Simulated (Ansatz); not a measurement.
The cluster Sn3O3⁻, relaxed as a doublet with UKS B3LYP-D4/def2-SVPD in Ansatz, starting from the GFN2-xTB geometry. Force threshold 0.02 eV/Å.

In the def2 sets Sn takes a core potential; there is no spin–orbit coupling. The relaxation made no stability test and no search for a lower SCF solution. The structure comes from a short search, and lower isomers may exist.

Start:

```xyz
6

Sn    0.8509   -1.5227    0.8578
Sn    0.2871    0.6800   -1.4926
Sn   -1.4312    0.3493    1.2702
O    -0.9199   -1.0350   -0.3618
O     1.8292   -0.2432   -0.3635
O    -0.6161    1.7716    0.0899
```

```
step  energy (eV)  largest force component (eV/Å)  SCF passes
   1  -23642.7895                           0.650          21
   2  -23642.8931                           0.650          29
   3  -23642.9340                           0.195          25
   4  -23642.9373                           0.039          25
   5  -23642.9375                           0.053          26
   6  -23642.9377                           0.006          26
```

Force components are those of the run's own axes.

End:

```xyz
6

Sn    0.910   -1.619    0.791
Sn    0.278    0.656   -1.436
Sn   -1.543    0.400    1.239
O    -0.846   -0.967   -0.269
O     1.837   -0.254   -0.389
O    -0.637    1.783    0.064
```

By distances, no bond broke or formed. The bond that changes most is Sn2–O4, from 2.38 to 2.29 Å (atoms count from 1).

No frequencies were taken in this run, so the end may be a saddle point.

Run time 42 s (4 threads of Intel Xeon Platinum 8259CL on a shared host), peak host memory 0.79 GiB.
